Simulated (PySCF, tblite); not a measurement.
Calculations on `C#C[Si@H]([O])CC` [radical], in the order of a workflow; each names the level of the geometry that it ran on. Settings lines and outputs come from a driver script.

Species: C₄H₇OSi (doublet state).
Numbering: `[CH:1]#[C:2][Si@H:3]([O:4])[CH2:5][CH3:6]` (hydrogens: H7 on C1; H8 on Si3; H9, H10 on C5; H11, H12, H13 on C6)

Step 1: GFN2-xTB geometry optimisation, gas phase (tblite 0.8.0) (from a force-field or distance-geometry start)
```json
{"job": {"kind": "relax", "xc": "GFN2-xTB", "basis": "xTB"}, "charge": 0, "multiplicity": 2}
```
```
step      E/eV     max force
  0    -484.07964    6.108
  1    -484.49160    9.535
  2    -484.32298    9.529
...
101    -485.07511    0.017
102    -485.07514    0.013
103    -485.07517    0.013
104    -485.07522    0.011
105    -485.07525    0.010
```

Energy lowered by 23.0 kcal/mol over 105 steps; largest atomic force 0.010 eV/Å at the end. «max force» is the largest atomic force in eV/Å.

Step 2: GFN2-xTB harmonic vibrations, gas phase (tblite 0.8.0) (on the GFN2-xTB geometry)
```json
{"job": {"kind": "ir", "xc": "GFN2-xTB", "basis": "xTB"}, "charge": 0, "multiplicity": 2}
```
```
(table of modes left out)
```

33 modes from 65 to 3349 cm⁻¹ (unscaled, harmonic); zero-point energy 58.7 kcal/mol; all wavenumbers are real at this level.

Step 3: UKS B3LYP, pcH-1 on C H O Si, non-relativistic, mean-field spin-orbit, GIAO (PySCF 2.14.0) (on the GFN2-xTB geometry)
```json
{"job": {"kind": "epr", "basis": "pcH-1"}, "charge": 0, "multiplicity": 2}
```
```
...
E = -521.27974983 Eh   <S^2> = 0.7613 (exact 0.7500)
g shifts (ppm)      1          2          3
  rmc          -220       -220       -220
  gc             -6         32         51
  oz_so          67       8901      13372
  total        -159       8713      13203
hyperfine (MHz)  atom isotope    a_iso     a_fc   dipolar eigenvalues
    0   13C       4.35       4.37     -2.21     -0.83      3.05
    1   13C      16.65      16.63     -2.54     -1.42      3.96
    2  29Si      84.05      84.26     -8.30      0.81      7.49
    3   17O     -23.42     -21.72   -143.61     70.86     72.75
    4   13C      90.95      90.97    -40.12    -40.00     80.12
    5   13C     -14.92     -14.93     -2.99     -2.19      5.18
    6    1H      -0.72      -0.72     -1.30     -0.57      1.87
    7    1H      96.99      96.98     -2.99     -1.62      4.61
    8    1H      12.35      12.35    -18.68     -2.56     21.23
    9    1H      -9.19      -9.20    -18.11     -1.70     19.81
   10    1H      14.30      14.30     -3.49     -2.20      5.70
   11    1H      88.62      88.63     -4.27     -0.83      5.10
   12    1H       9.76       9.77     -4.63     -0.24      4.86
```

⟨S²⟩ 0.761; g_iso 2.0096. rmc, gc and oz_so are the mass-correction, gauge-correction and orbital-Zeeman/spin–orbit parts of the g shift along its three principal axes; a_iso is the isotropic hyperfine coupling and a_fc its Fermi-contact part. The log counts atoms from 0, this text from 1.

Task: Which step took the most CPU time, and about what did each take on one thread of an Arm Neoverse V1, no GPU (shared host)?

Result: Step 3, about 98 % of the total. CPU time by step: 1: 0.55 s, 2: 0.33 s, 3: 48 s.

Geometry of the electronic-property runs (GFN2-xTB):
```
atom  x, y, z in Å
C1     2.5929   -0.7320   -0.6394
C2     1.7975    0.0702   -0.2283
Si3    0.5697    1.3081    0.4194
O4     0.2626    1.4590    1.9019
C5    -1.0873    0.3340   -0.3687
C6    -1.2775   -0.9361    0.3726
H7     3.3051   -1.4190   -0.9983
H8     0.5645    2.4304   -0.5264
H9    -0.8454    0.2159   -1.4154
H10   -1.8607    1.0686   -0.2002
H11   -0.4313   -1.6061    0.2396
H12   -2.1713   -1.4423   -0.0075
H13   -1.4232   -0.7502    1.4330
```

 (This holds for the electronic-property runs.)

One conformer stands for the species.
